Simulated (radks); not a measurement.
Values are calculated unless marked as measured or tabulated.
Task: All-electron atom: Br XIII in [Ne] 3s2 3p5 3d6 (not the ground configuration). Level of theory: scalar-relativistic Kohn-Sham, PBE, spin-polarised, spherical densities, finite nucleus; open shells are filled with parallel spins first; Fermi nuclear charge, rms radius 4.1629 fm (a radial shooting solver on a logarithmic mesh with Libxc functionals). Some entries of the table are withheld. Estimate them.

orbital  occ.  eigenvalue (eV)  r(max) (bohr)
1s up       1        -13660.42        0.02792
1s down     1        -13659.47        0.02791
2s up       1        -2073.200         0.1591
2s down     1        -2066.975         0.1590
2p up       3              (1)         0.1274
2p down     3              (2)         0.1273
3s up       1        -542.2603         0.4701
3s down     1        -531.3923         0.4713
3p up       3        -476.7411         0.4624
3p down     2        -465.8444         0.4640
3d up       5        -371.2850         0.3974
3d down     1        -359.8630         0.3997

Result: 
(1) 2p up eigenvalue (eV): -1869.353
(2) 2p down eigenvalue (eV): -1864.195
